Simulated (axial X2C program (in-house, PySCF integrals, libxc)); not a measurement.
**NdF²⁺: the levels of the configuration f2 s0 d(πδ)1**

Computed with an axial X2C code built on PySCF integrals: two-component X2C with atomic mean-field Coulomb and Gaunt terms, basis Nd dyall-v3z, F dyall-v3z (cores contracted in-house). Orbitals come from Hartree–Fock averaged over the configuration Nd f2 s0 d(πδ)1; CI then distributes these electrons over the f, s, d(πδ) shells of Nd.

R = 1.863 Å (near the minimum of the configuration average).

Lowest levels of this model:

| Ω | energy (cm⁻¹) | g∥ | configuration |
| --- | --- | --- | --- |
| 9/2 | 0 | 6.35 | 98% f3 |
| 7/2 | 528 | 5.06 | 99% f3 |
| 5/2 | 608 | 3.59 | 98% f3 |
| 3/2 | 679 | 2.05 | 98% f3 |
| 1/2 | 756 | 0.65 | 99% f3 |
| 11/2 | 1589 | 10.40 | 98% f3 |
| 9/2 | 2038 | 8.82 | 99% f3 |
| 7/2 | 2184 | 6.77 | 98% f3 |
| 5/2 | 2264 | 4.79 | 98% f3 |
| 3/2 | 2319 | 2.90 | 98% f3 |
| 1/2 | 2346 | 0.99 | 98% f3 |
| 13/2 | 3295 | 14.26 | 98% f3 |
| 11/2 | 3758 | 12.34 | 99% f3 |
| 9/2 | 3916 | 10.05 | 98% f3 |
| 7/2 | 3998 | 7.76 | 98% f3 |
| 5/2 | 4059 | 5.55 | 98% f3 |
| 3/2 | 4108 | 3.36 | 98% f3 |
| 1/2 | 4136 | 1.13 | 99% f3 |
| 15/2 | 5089 | 18.00 | 98% f3 |
| 13/2 | 5642 | 15.73 | 100% f3 |
| 11/2 | 5804 | 13.26 | 99% f3 |
| 9/2 | 5859 | 10.80 | 98% f3 |
| 7/2 | 5905 | 8.43 | 98% f3 |
| 5/2 | 5971 | 6.08 | 98% f3 |
| 3/2 | 6041 | 3.69 | 99% f3 |
| 1/2 | 6085 | 1.24 | 99% f3 |

g∥ is the magnitude of 2⟨Lz + ge Sz⟩ for the +Ω component.

Task: From Ω and g∥ of the lowest level, whose 2⟨Lz + ge Sz⟩ is positive, find ⟨Sz⟩ and ⟨Lz⟩ (ge = 2.0023).

Result: Ω = ⟨Lz⟩ + ⟨Sz⟩ = 9/2 and ⟨Lz⟩ + ge⟨Sz⟩ = 3.175, so ⟨Sz⟩ = -1.32 and ⟨Lz⟩ = 5.82.

Occupations of the active spinors in the lowest level by ω, shell by shell in order of energy: -7/2: 0.00; -5/2: 0.00 0.00 0.00; -3/2: 0.00 0.00 0.00 0.00; -1/2: 0.06 0.01 0.00 0.00; 1/2: 0.71 0.21 0.00 0.02; 3/2: 0.84 0.12 0.00 0.00; 5/2: 0.87 0.13 0.00; 7/2: 0.04. The leading determinant has weight 0.56 among 98.

This point took 1.6 s on 1 thread of Arm Neoverse V2, on a shared host.

There is no dynamic correlation: spin–orbit spacings and, for f shells, spacings inside one term are the most reliable numbers, splittings between terms come out too wide, and energies between configurations are not reliable, so the lowest level need not be the ground state of the molecule. The lowest levels belong to f3, not to the averaged configuration, so orbitals and distance suit them less well. At most 4 roots were kept for each Ω > 0 (twice that for Ω = 0) within 2.2 eV of the lowest, so higher up levels can be missing between those listed; levels with Ω > 0 are doubly degenerate and listed once, Ω = 0 levels singly. States that fill the shells left empty in the average are placed too high.
